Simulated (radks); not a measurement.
Results of a calculation; reference values are marked as such.
Valence configurations of the carbon ion C+ (all share [He]). Code: a radial shooting solver on a logarithmic mesh with Libxc functionals. Model: Dirac Kohn-Sham, PBE, spin-unpolarised, spherical densities, point nucleus; open shells fill j = l - 1/2 first. Energies are relative to 2s2 2p1; eigenvalues in eV.

| valence | E (eV) | e(2p1/2) | e(2p3/2) | e(2s1/2) |
|---|---|---|---|---|
| 2s2 2p1 | 0.000 | -17.010 | - | -25.756 |
| 2s1 2p2 | 8.746 | -17.102 | - | -25.848 |
| 2p3 | 17.503 | -17.200 | -17.188 | - |
| 2s0.5 2p2.5 | 13.125 | -17.150 | -17.139 | -25.895 |
| 2s1.5 2p1.5 | 4.373 | -17.055 | - | -25.802 |

NIST lists [He] 2s2 2p1 as the ground configuration; this level of theory agrees among the configurations tried. The energies are those of spherical spin-averaged densities, not of single terms.
